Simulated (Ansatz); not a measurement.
The same atomization along the group B, Al, Ga, In.

Calculated with Ansatz (gas phase, PBE0-D4/def2-TZVP geometries, no zero-point term in ΔE). CBS: MP2 limit from def2 TZ/QZ plus the TZ coupled-cluster correction, frozen cores. Small cases extrapolate CCSD(T) itself. DFT in def2-TZVPP. No spin–orbit coupling; open shells (•) take unrestricted orbitals. Spin–orbit coupling would lower the free atoms: a little for Al, B, F, S; clearly for Ga; strongly for In. def2 core potentials past Kr. Bonds to Ga, In are less sure, by a few kJ/mol each and by 10 to 20 or more in all where they break to atoms, as the def2 sets lack core-valence functions. Scalar relativity is left out up to krypton. One conformer a species, not always the lowest.

```tsv
reaction	LDA (SPW92) (kcal/mol)	ωB97M-V (kcal/mol)	B2PLYP (kcal/mol)	CCSD(T)/CBS(def2) (kcal/mol)
`FBS` → F• + B• + 2 H• + S•	498.4	437.0	430.2	432.2
`[F][AlH][SH]` → F• + Al• + 2 H• + S•	429.8	384.8	377.6	386.8
`[F][GaH][SH]` → F• + Ga• + 2 H• + S•	394.6	341.6	336.0	344.1
`[F][InH][SH]` → F• + In• + 2 H• + S•	363.5	314.1	304.2	315.4
```

Largest T1 diagnostic: 0.018, for Al•.

Extrapolated directly: `FBS` → F• + B• + 2 H• + S•; `[F][AlH][SH]` → F• + Al• + 2 H• + S•.

For atomizations the MP2-based limit and the directly extrapolated one differ by several kJ/mol either way, and by 10 to 25 for some Ge, Se and Sn compounds, so smaller differences from it don't rank the levels.
